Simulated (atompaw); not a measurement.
**Which change was made? (Cs, PAW (atompaw))**

atompaw 4.2.0.5 input, output lines left out:

```
Cs 55
LDA-PW scalarrelativistic loggrid 2001 logderivrange -4 5 226
6 6 5 0 0 0
6 0 0
6 1 0
5 2 0
0 0 0
c
c
c
c
v
v
c
c
c
v
v
c
c
v
2
3.00 2.65 2.80 1.90
n
n
y
1.8
n
custom polynom2 7 10 vanderbiltortho besselshape
3 0 vpsmatchnc
2.90
3.00
3.00
3.00
3.00
3.00
```

Cutoffs, loose and tight: the cutoffs (Ry, on a coarse ladder) from which the occupation-weighted sum of valence levels, in a spherical-Bessel basis at the reference potential, stays within 10 and 1 mRy of its value at 400 Ry. They see the waves, projectors and local potential, not the compensation charge or the core.

The base gives: outcome: generated; cutoff, loose: 18 Ry; cutoff, tight: 40 Ry; bound ghosts: s, p.

Problem. After one change the result is: outcome: generated; cutoff, loose: 18 Ry; cutoff, tight: 40 Ry; bound ghosts: s, p, d. Which change was it?
A. local potential vpsmatchnc scheme with l = 3 at 0 Ry, radius 2.10 bohr
B. local potential vpsmatchnc scheme with l = 3 at 0 Ry, radius 1.32 bohr
C. local potential vpsmatchnc scheme with l = 3 at 0 Ry, radius 1.66 bohr

Solution. C. The others give: local potential vpsmatchnc scheme with l = 3 at 0 Ry, radius 2.10 bohr → outcome: generated; cutoff, loose: 30 Ry; cutoff, tight: 40 Ry; bound ghosts: s, p, d | local potential vpsmatchnc scheme with l = 3 at 0 Ry, radius 1.32 bohr → outcome: generated; cutoff, loose: 25 Ry; cutoff, tight: 40 Ry; bound ghosts: s, p, d.
